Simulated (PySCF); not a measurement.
**BiB: from constants to spectrum**

BP86 constants of BiB, ³Π (triplet), unpaired electrons σ ↑, π ↑ (basis Bi def2-SVPD with ECP60, B def2-SVPD; scalar-relativistic core potentials; PySCF 2.14; masses 208.9804 and 11.0093 u):

* ωe: 599.1 cm⁻¹
* ωexe: 3.49 cm⁻¹
* Be: 0.34311 cm⁻¹
* αe: 0.00254 cm⁻¹
* De to Bi + B: 2.49 eV

What force constant and bond length do these constants imply?

Reduced mass μred = 10.458 u; k = 5.8918×10⁻⁷·μred·ωe² (u, cm⁻¹, mdyn/Å) = 2.21 mdyn/Å; Re = √(16.8576/(μred·Be)) (u, cm⁻¹, Å) = 2.167 Å.

Estimate the centrifugal constant D from the Kratzer relation and find the Dunham coefficient a1.

D = 4Be³/ωe² = 4.5e-07 cm⁻¹; a1 = −1 − αeωe/(6Be²) = -3.15.

These are scalar-relativistic numbers at best; spin–orbit coupling would shift them, the dissociation energy most. The state was picked by a PBE0 search and need not be the measured ground state.
